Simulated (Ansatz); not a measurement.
CH3BZn. The species carries charge 0 and has multiplicity 1. The bonds changed during the relaxation, so this is another structure than the one it started from. The structure was optimised at the PBE0-D4/def2-TZVP level.

```xyz
6

B    -0.087    0.091    0.656
C    -0.358    0.207   -0.714
Zn    1.799   -1.174    0.803
H    -0.297    0.287    1.806
H     0.185   -0.198   -1.556
H    -1.241    0.786   -0.995
```

Q: What is the dipole moment at r2SCAN/def2-TZVPP? (Estimate.)

A: Ansatz gave: 2.18 D, with components (1.77, -1.17, 0.51) D in this frame, pointing from negative to positive charge.

Q: And with PBE, B3LYP, ωB97M-V? (Estimate.)

A: Computed: PBE 2.23 D, B3LYP 2.29 D, ωB97M-V 2.49 D.

Q: Give the Mulliken charges with r2SCAN, PBE, ωB97M-V in def2-TZVPP. (An estimate is asked.)

A: Computed: 
```csv
atom,r2SCAN,PBE,ωB97M-V
B1,-0.09,-0.13,-0.16
C2,-0.25,-0.21,-0.28
Zn3,0.14,0.13,0.15
H4,0.01,0.01,0.08
H5,0.09,0.10,0.10
H6,0.10,0.10,0.10
```

B3LYP here is the variant with VWN-RPA as its local correlation; programs differ in this.
